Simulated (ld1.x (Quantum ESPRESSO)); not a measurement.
tantalum (Ta): variants of one ultrasoft potential

Base potential:

* Element: Ta (Z = 73)
* Generator: ld1.x (Quantum ESPRESSO) 7.5
* Type: ultrasoft
* Functional: PW91
* Relativity: scalar-relativistic
* Frozen core: [Xe] 4f14
* Valence charge: 5
* Reference configuration: 5d3 6s1 6p0 (charge +1)
* Partial waves: 6s (bound): rcut 2.45, rcutus 3.35 bohr; 6s channel at 0.55 Ry: rcut 2.45, rcutus 3.35 bohr; 6p (bound, empty): rcut 2.90, rcutus 3.55 bohr; 6p channel at 0.05 Ry: rcut 2.90, rcutus 3.55 bohr; 5d (bound): rcut 2.70, rcutus 2.90 bohr; 5d channel at 1.6 Ry: rcut 2.70, rcutus 2.90 bohr
* Local potential: all-electron potential smoothed inside 3.45 bohr (lloc = -1)
* Core correction: none
* Augmentation charge: PSQ, inside the norm-conserving radii

Cutoffs, loose and tight: the cutoffs (Ry, on a coarse ladder) from which the occupation-weighted sum of valence levels, in a spherical-Bessel basis at the reference potential, stays within 10 and 1 mRy of its value at 400 Ry. They do not see the model core or the augmentation charge, which bear on the density cutoff. Test errors are all-electron minus pseudo excitation energies from the reference, over the configurations 5d3 6s2 6p0; 5d3 6s0 6p0; 5d2 6s0 6p0; 5d4 6s0 6p0; 5d2 6s2 6p1; 5d3.5 6s1.5 6p0; 5d1 6s0 6p0. A dash means not determined; rows that change the core or the reference have their own tests.

| change | outcome | cutoff, loose | cutoff, tight | bound ghosts | largest test error (meV) |
| --- | --- | --- | --- | --- | --- |
| base | generated | 12 Ry | 15 Ry | none | -240 |
| wave 5d channel at 1.6 Ry: rcut 2.70, rcutus 2.90 bohr becomes 5d channel at -0.64 Ry: rcut 2.70, rcutus 2.90 bohr | generated | 12 Ry | 15 Ry | none | -347 |
| wave 5d channel at 1.6 Ry: rcut 2.70, rcutus 2.90 bohr becomes 5d channel at -0.5 Ry: rcut 2.70, rcutus 2.90 bohr | generated | 12 Ry | 15 Ry | none | +94 |
| wave 5d channel at 1.6 Ry: rcut 2.70, rcutus 2.90 bohr becomes 5d channel at -0.35 Ry: rcut 2.70, rcutus 2.90 bohr | generated | 12 Ry | 15 Ry | none | -374 |
| wave 5d channel at 1.6 Ry: rcut 2.70, rcutus 2.90 bohr becomes 5d channel at 0.48 Ry: rcut 2.70, rcutus 2.90 bohr | generated | 10 Ry | 15 Ry | none | -495 |
| wave 5d channel at 1.6 Ry: rcut 2.70, rcutus 2.90 bohr becomes 5d channel at 0.98 Ry: rcut 2.70, rcutus 2.90 bohr | generated | 12 Ry | 15 Ry | none | -248 |
| wave 5d channel at 1.6 Ry: rcut 2.70, rcutus 2.90 bohr becomes 5d channel at 1.59 Ry: rcut 2.70, rcutus 2.90 bohr | generated | 12 Ry | 15 Ry | none | -240 |
| wave 5d channel at 1.6 Ry: rcut 2.70, rcutus 2.90 bohr becomes 5d channel at 3.11 Ry: rcut 2.70, rcutus 2.90 bohr | generated | 12 Ry | 15 Ry | none | -267 |
| wave 5d channel at 1.6 Ry: rcut 2.70, rcutus 2.90 bohr becomes 5d channel at 5.33 Ry: rcut 2.70, rcutus 2.90 bohr | generated | 12 Ry | 15 Ry | none | -640 |

What comes out with this change to the base: wave 5d channel at 1.6 Ry: rcut 2.70, rcutus 2.90 bohr becomes 5d channel at -0.57 Ry: rcut 2.70, rcutus 2.90 bohr?

outcome: generated; cutoff, loose: 12 Ry; cutoff, tight: 15 Ry; bound ghosts: none; largest test error (meV): -435.

What comes out with this change to the base: wave 5d channel at 1.6 Ry: rcut 2.70, rcutus 2.90 bohr becomes 5d channel at -0.14 Ry: rcut 2.70, rcutus 2.90 bohr?

outcome: generated; cutoff, loose: 10 Ry; cutoff, tight: 15 Ry; bound ghosts: none; largest test error (meV): -429.
